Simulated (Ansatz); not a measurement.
Si₂NH₁₁O, closed shell: at a first-order saddle point.

The input file, in.yaml:

```yaml
crystal:
  periodic: [false, false, false]
  atoms:
    - {symbol: Si, position_ang: [-0.359092, -0.101969, -1.173339]}
    - {symbol: H, position_ang: [0.374443, -1.051390, -0.060299]}
    - {symbol: H, position_ang: [-1.228062, 0.898659, -1.969743]}
    - {symbol: H, position_ang: [-0.413240, -1.244267, -2.141899]}
    - {symbol: Si, position_ang: [1.692054, 1.038516, -1.310952]}
    - {symbol: H, position_ang: [-1.229678, -0.329141, 1.429217]}
    - {symbol: O, position_ang: [-1.567863, 0.096513, 0.134408]}
    - {symbol: H, position_ang: [0.120651, -1.180154, 1.431227]}
    - {symbol: N, position_ang: [-0.572410, -0.868973, 2.164936]}
    - {symbol: H, position_ang: [1.856799, 1.849626, -0.057991]}
    - {symbol: H, position_ang: [2.849265, 0.091875, -1.320572]}
    - {symbol: H, position_ang: [1.872958, 1.997594, -2.442807]}
    - {symbol: H, position_ang: [-2.241468, 0.723170, -0.146228]}
    - {symbol: H, position_ang: [-0.136777, -0.259946, 2.848228]}
    - {symbol: H, position_ang: [-1.017481, -1.660211, 2.615614]}
basis:
  gaussian: {orbitals: def2-TZVPP}
correlation: {method: ccsd_t}
```

Command:

```bash
ansatz run in.yaml --threads 8 --pin off --events-out ev --progress --plain --max-ram 19148MiB
```

What Ansatz 0.2.0 printed:

```
Functional definition: HF
  name "HF"
  cite "Fock, Z. Phys. 61, 126 (1930) doi:10.1007/BF01340294"
  parent pbe
  exchange = exact_x
  correlation = 0
1709 factors; integrals over basis functions are off by at most 1.3e-3 eV
mean field evaluation 1: about -19413.4703 eV, gradient 4.0e1 eV
mean field evaluation 2: about -19413.7702 eV, gradient 4.1e1 eV
mean field evaluation 4: about -19417.6071 eV, gradient 4.8e0 eV
mean field evaluation 8: about -19417.6955 eV, gradient 3.2e-1 eV
mean field evaluation 16: about -19417.6961 eV, gradient 1.7e-6 eV
mean field -19417.69612464 eV, -713.5871707934 hartree, gradient 1.7e-6 eV, S^2 0.000000; 0 other end points of the search recorded, 0 dependent functions left out
12 core orbitals not correlated: weight in the atoms' cores, before any rotation towards them, 1.000 or more for the frozen orbitals, at most 0.000 for the correlated occupied ones
reference -19417.69612464 eV, -713.5871707934 hartree; 15, 15 occupied and 273, 273 virtual orbitals, 1709 factors
second order -21.60256874 eV of doubles, -0.00000000 eV of singles
cycle   1  -22.55165485 eV  change   -9.5e-1 eV  update   1.0e-1
cycle   2  -23.15979619 eV  change   -6.1e-1 eV  update   3.2e-2
cycle   3  -23.26964348 eV  change   -1.1e-1 eV  update   1.6e-2
cycle   4  -23.25807091 eV  change    1.2e-2 eV  update   4.2e-3
cycle   5  -23.25682370 eV  change    1.2e-3 eV  update   1.9e-3
cycle   6  -23.25685263 eV  change   -2.9e-5 eV  update   6.3e-4
cycle   7  -23.25645080 eV  change    4.0e-4 eV  update   2.6e-4
cycle   8  -23.25643581 eV  change    1.5e-5 eV  update   9.6e-5
cycle   9  -23.25647892 eV  change   -4.3e-5 eV  update   4.0e-5
cycle  10  -23.25647072 eV  change    8.2e-6 eV  update   1.4e-5
perturbative correction -0.80604113 eV, -0.0296214651 hartree
Total energy: -19441.75863649 eV, -714.4714517936 hartree
```

Hardware: 8 CPU threads of an Arm Neoverse V2, shared host. Wall time 2.4 min; peak host memory 9.9 GiB.
